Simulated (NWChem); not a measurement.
System: C3H2BrCl; SMILES ClC=C=CBr

Input file for NWChem:

```
start job
memory heap 200 mb stack 900 mb global 1100 mb
geometry units angstroms noautosym nocenter noautoz
  Cl     0.469997    -3.146082    -0.116595
  C     -0.579927    -1.920870     0.550990
  C     -0.722907    -0.720654     0.026539
  C     -0.872252     0.480599    -0.480773
  Br     0.212032     1.969712     0.024850
  H     -1.117524    -2.252183     1.455109
  H     -1.627368     0.742887    -1.239015
end
basis spherical
  * library 6-31g*
end
dft
  xc hfexch
  iterations 150
end
property
  efieldgrad
end
task dft property
```

Coordinates come from a PBE-D3(BJ)/def2-SVP optimisation.

Vzz is the largest principal value of the second derivative of the potential at the nucleus (NWChem prints the opposite sign); η is the asymmetry. Non-relativistic.

Atoms are numbered as in the input.

Task: Predict the main results of this run. (Hartree-Fock/6-31G* (spherical d).) Quantities: Vzz Cl1 (a.u.); η Cl1; Vzz Br5 (a.u.); η Br5.

Result: 
| Item | Result |
|---|---|
| Vzz Cl1 (a.u.) | 3.847 |
| η Cl1 | 0.06 |
| Vzz Br5 (a.u.) | 7.208 |
| η Br5 | 0.04 |
